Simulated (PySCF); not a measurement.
Which determinant of KTl lies lowest?

Unrestricted PBE0; PySCF, scalar-relativistic core potentials, basis sets K def2-SVPD, Tl def2-SVPD with ECP60. Outer shells of the fragments: K 4s1; Tl 5d10 6s2 6p1.

Followed along the bond (rough minima from three points):

```tsv
2Ms+1	unpaired	⟨S²⟩ at the start	R at minimum (Å)	Te (eV)
1	none	0.00	3.78	0.00
3	σ ↑, π ↑	2.00	3.54	0.05
1	σ ↓, π ↑	1.00	3.66	0.22
3	σ ↑↑	2.00	none in the scan	≤ 0.52
3	π ↑↑	2.00	none in the scan	≤ 0.72
```

Solutions found at the starting distance of 3.375 Å, counted from the lowest of them; the search is not exhaustive and high or unbound solutions are not listed, so other states can lie among these:

| 2Ms+1 | unpaired | term | E (eV) | ⟨S²⟩ | ⟨Lz²⟩ | μ (D) |
| --- | --- | --- | --- | --- | --- | --- |
| 3 | σ ↑, π ↑ | ³Π | 0.00 | 2.00 | 1.00 | -5.61 |
| 1 | none | ¹Σ⁺ | 0.05 | 0.00 | 0.00 | -2.90 |
| 1 | σ ↓, π ↑ | mixed | 0.19 | 1.00 | 1.00 | -4.71 |
| 3 | π ↑↑ | ³Σ⁻ | 0.71 | 2.00 | 0.00 | -9.31 |
| 3 | σ ↑↑ | ³Σ⁺ | 0.78 | 2.00 | 0.00 | 3.81 |
| 1 | π ↑↓ | mixed | 0.90 | 1.00 | 2.01 | -8.83 |

A term symbol is given only where ⟨S²⟩ and ⟨Lz²⟩ are close to those of a pure state; real π, δ and φ orbitals otherwise mix terms. A positive dipole means K(−)Tl(+).

**Question.** Compare the gap between the two lowest followed solutions at the starting distance with the gap between their minima.

**Answer.** At PBE0 the second solution (triplet, unpaired electrons σ ↑, π ↑) lies -0.05 eV from the first (singlet, closed shell) at 3.375 Å and +0.05 eV at the minima; the two curves relax by different amounts, since their minima lie near 3.54 and 3.78 Å.

These are scalar-relativistic numbers at best; spin–orbit coupling would shift them, the dissociation energy most. Counting both spins, an empty level lies below a filled one in some of these solutions, because spin and occupation are held.
